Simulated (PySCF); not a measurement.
IRb. Atoms are numbered in the order given.

```xyz
2

Rb     0.0000     0.0000    -1.9095
I      0.0000     0.0000     1.3331
```

Geometry optimised at PBE-D3(BJ)/def2-TZVPD. The def2 effective core potentials stand for the cores of I, Rb; spin–orbit coupling is left out.

The numbers are results of PySCF 2.14.0 with PBE-D3(BJ)/def2-TZVPD, not measurements.

Frequencies are harmonic and unscaled.

```tsv
mode	ν (cm⁻¹)	IR (km/mol)	moving atoms (share of kinetic energy)
1	130	17.2	Rb 60 %, I 40 %
```
